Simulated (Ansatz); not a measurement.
C4H3F5 (`F[C@@H]1[C@@H](F)C(F)(F)[C@H]1F`), relaxed with RKS PBE-D4/def2-SVP in Ansatz 0.2.0 from a rough embedded geometry. The force threshold is 0.03 eV/Å; the program also tests the step.

Charge 0, multiplicity 1.

Start:

```xyz
12

F    -1.527    0.537   -1.636
C    -0.910   -0.152   -0.601
C     0.580   -0.518   -0.808
F     0.851   -1.724   -1.082
C     0.765   -0.116    0.702
F     0.710   -1.156    1.591
F     1.924    0.573    1.013
C    -0.501    0.770    0.622
F    -1.285    0.780    1.658
H    -1.471   -1.010   -0.264
H     1.110    0.221   -1.467
H    -0.246    1.794    0.273
```

Question: By how much does the energy fall, and how many steps does the optimiser take? (Estimate.)

Answer: Computed: 43.28 kJ/mol, in 6 steps.

Question: Which bonds change most? (Estimate.)

Answer: Computed: C3–F4 from 1.266 to 1.364 Å; C8–F9 from 1.300 to 1.364 Å; C2–C8 from 1.584 to 1.541 Å; C2–H10 from 1.079 to 1.113 Å.

Question: Give the relaxed structure. (Estimate.)

Answer: Computed: 
```xyz
12

F    -1.527    0.502   -1.645
C    -0.893   -0.108   -0.598
C     0.586   -0.497   -0.778
F     0.864   -1.790   -1.113
C     0.802   -0.082    0.700
F     0.659   -1.135    1.544
F     1.950    0.571    1.001
C    -0.494    0.762    0.609
F    -1.322    0.760    1.693
H    -1.472   -0.992   -0.247
H     1.109    0.206   -1.462
H    -0.261    1.804    0.297
```
